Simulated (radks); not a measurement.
The numbers below are computed, except where a source is named.
Problem. Excited configurations of the thulium ion Tm2+: one electron is placed in a higher orbital outside [Xe] 4f12. The ground configuration is [Xe] 4f13. Level of theory: Dirac Kohn-Sham, PBE, spin-unpolarised, spherical densities, finite nucleus; open shells fill j = l - 1/2 first; Fermi nuclear charge, rms radius 5.2256 fm (a radial shooting solver on a logarithmic mesh with Libxc functionals). Excitation = E - E(ground); binding = E(ion) - E, where the ion is the core of charge +3; n* = 3/sqrt(2 binding) in atomic units, and the quantum defect is n - n*.

| outer orbital | excitation (eV) | binding (eV) | n* | quantum defect | eigenvalue (eV) | <r> (bohr) |
|---|---|---|---|---|---|---|
| 5f5/2 | 17.859 | 7.894 | 3.938 | 1.062 | -6.255 | 5.717 |
| 6s1/2 | 5.173 | 20.580 | 2.439 | 3.561 | -17.175 | 3.132 |
| 6p1/2 | 9.730 | 16.022 | 2.765 | 3.235 | -13.245 | 3.696 |
| 6d3/2 | 16.000 | 9.753 | 3.543 | 2.457 | -8.097 | 5.516 |
| 6f5/2 | 20.468 | 5.285 | 4.813 | 1.187 | -4.369 | 9.796 |
| 7s1/2 | 15.337 | 10.415 | 3.429 | 3.571 | -8.935 | 6.077 |
| 7p1/2 | 17.001 | 8.752 | 3.741 | 3.259 | -7.455 | 6.937 |
| 7d3/2 | 19.719 | 6.033 | 4.505 | 2.495 | -5.109 | 9.493 |
| 7f5/2 | 22.023 | 3.730 | 5.730 | 1.270 | -3.167 | 14.87 |

Estimate the row for 5d3/2.

Solution. excitation (eV) 5.544; binding (eV) 20.209; n* 2.462; quantum defect 2.538; eigenvalue (eV) -15.310; <r> (bohr) 2.261. The Delta-SCF ionisation energy is 25.753 eV (NIST Atomic Spectra Database: 23.66 eV, semi-empirical). Self-interaction in the functional shifts the binding energies and quantum defects, so they are the method's values and not measured ones. Spin polarisation and multiplet splitting are left out, so open shells lie too high by an amount that depends on their filling.

Beside tabulated values, note that spin-unpolarised runs miss the spin-polarisation part of the exchange energy of open shells.
